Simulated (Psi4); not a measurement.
C2H6ClGa, singlet, at a GFN2-xTB geometry (such geometries of metal compounds can be far from the true shape). Base run: B3LYP/STO-3G (Psi4).

The Psi4 input:
```
memory 2 GB

molecule mol {
0 1
  Ga   -0.238826    0.100834   -0.140928
  C    -1.801463   -1.215728   -0.233938
  H    -1.489747   -2.112350   -0.776704
  H    -2.677611   -0.793048   -0.726654
  H    -2.077411   -1.521984    0.778831
  C    -0.065049    2.001846   -0.875734
  H     0.732351    2.031670   -1.623405
  H     0.216980    2.678727   -0.064580
  H    -0.987966    2.361123   -1.332046
  Cl    1.463887   -0.616864    0.868903
}

set basis sto-3g
set reference rks

energy('b3lyp')
print_variables()
```

The base run was repeated with changes; each row names its change, and settings that it needs were set with it.

```json
[
 {"change": "base", "ΔE vs base (mEh)": "0.000", "SCF cycles": "18", "grid points": "212661", "basis functions": "43"},
 {"change": "dft_spherical_points = 110", "ΔE vs base (mEh)": "0.039", "SCF cycles": "18", "grid points": "77642", "basis functions": "43"},
 {"change": "d_convergence = 1e-4", "ΔE vs base (mEh)": "-0.002", "SCF cycles": "14", "grid points": "212661", "basis functions": "43"},
 {"change": "diis_max_vecs = 3", "ΔE vs base (mEh)": "0.000", "SCF cycles": "27", "grid points": "212661", "basis functions": "43"},
 {"change": "dft_radial_points = 35", "ΔE vs base (mEh)": "18.425", "SCF cycles": "18", "grid points": "101018", "basis functions": "43"},
 {"change": "scf_initial_accelerator = none", "ΔE vs base (mEh)": "0.000", "SCF cycles": "17", "grid points": "212661", "basis functions": "43"},
 {"change": "cholesky_tolerance = 1e-6 (with scf_type cd)", "ΔE vs base (mEh)": "2.769", "SCF cycles": "18", "grid points": "212661", "basis functions": "43"},
 {"change": "damping_percentage = 20", "ΔE vs base (mEh)": "0.000", "SCF cycles": "80", "grid points": "212661", "basis functions": "43"},
 {"change": "guess = sadno", "ΔE vs base (mEh)": "0.000", "SCF cycles": "19", "grid points": "212661", "basis functions": "43"},
 {"change": "dft_pruning_scheme = treutler", "ΔE vs base (mEh)": "-0.532", "SCF cycles": "17", "grid points": "116013", "basis functions": "43"},
 {"change": "guess = gwh", "ΔE vs base (mEh)": "0.000", "SCF cycles": "22", "grid points": "212661", "basis functions": "43"},
 {"change": "scf_initial_accelerator = ediis", "ΔE vs base (mEh)": "0.000", "SCF cycles": "18", "grid points": "212661", "basis functions": "43"},
 {"change": "basis_guess = sto-3g", "ΔE vs base (mEh)": "0.000", "SCF cycles": "1", "grid points": "212661", "basis functions": "43"}
]
```
